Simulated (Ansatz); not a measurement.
Ag₈Te₄⁺, relaxed as a doublet with UKS PBE-D4/def2-SVP in Ansatz, starting from the GFN1-xTB geometry. Force threshold 0.03 eV/Å.

In the def2 sets Ag, Te take a core potential; there is no spin–orbit coupling. Another isomer (doublet) lies 1.73 eV lower at PBE0-D4/def2-TZVP; other spin states weren't run for this one.

Start:

```xyz
12

Ag    0.783    1.677    1.002
Ag    2.886   -2.470   -0.156
Ag    3.408    0.075    0.956
Ag   -3.568    0.215   -1.172
Ag   -2.950   -1.646    0.992
Ag    1.180   -0.364   -1.035
Ag   -5.270    0.091    1.179
Ag    2.957    2.014   -1.070
Te    3.137    2.680    1.527
Te    3.751   -0.561   -1.747
Te   -5.150   -1.862   -0.535
Te   -1.163    0.151    0.060
```

```
step  energy (eV)  largest force component (eV/Å)  SCF passes
   1  -61173.8278                           0.998          49
   2  -61174.0094                           0.508          34
   3  -61174.0874                           0.096          34
   4  -61174.1306                           0.073          32
   5  -61174.1714                           0.088          32
   6  -61174.2116                           0.087          32
   7  -61174.2535                           0.088          31
   8  -61174.3085                           0.104          30
   9  -61174.3767                           0.137          31
  10  -61174.4593                           0.127          32
  11  -61174.5279                           0.100          32
  12  -61174.5820                           0.090          33
  13  -61174.6418                           0.110          32
  14  -61174.7110                           0.147          32
  15  -61174.8217                           0.224          39
  16  -61174.9086                           0.135          38
  17  -61174.9563                           0.195          38
  18  -61174.9943                           0.044          32
  19  -61175.0066                           0.039          32
  20  -61175.0084                           0.097          32
  21  -61175.0098                           0.015          28
```

Force components are those of the run's own axes.

End:

```xyz
12

Ag    1.3938    1.7596    1.3986
Ag    0.6247   -1.0553    0.7305
Ag    3.4946   -0.5416    0.6640
Ag   -2.6894    0.3003   -0.9632
Ag   -2.1352   -1.6836    1.0165
Ag    0.0844    0.9220   -1.1513
Ag   -5.1202   -1.1747    0.3472
Ag    2.8929    1.6425   -1.4447
Te    4.0177    2.1133    0.9906
Te    2.1116   -1.0176   -1.7075
Te   -3.4239   -2.3157   -1.3166
Te   -1.2511    1.0508    1.4357
```

Bonds formed: Ag2–Te12 (atoms count from 1). Metal–metal contacts that move far: Ag2–Ag5 6.00 to 2.84 Å, Ag4–Ag6 4.79 to 2.85 Å, Ag1–Ag2 4.79 to 2.99 Å, Ag3–Ag6 3.02 to 4.13 Å.

No frequencies were taken in this run, so the end may be a saddle point.

It took 2.6 min on 2 threads of AMD EPYC 7R13 on a shared host and a share (18 GiB) of an NVIDIA H100 80GB HBM3, peak host memory 1.1 GiB.
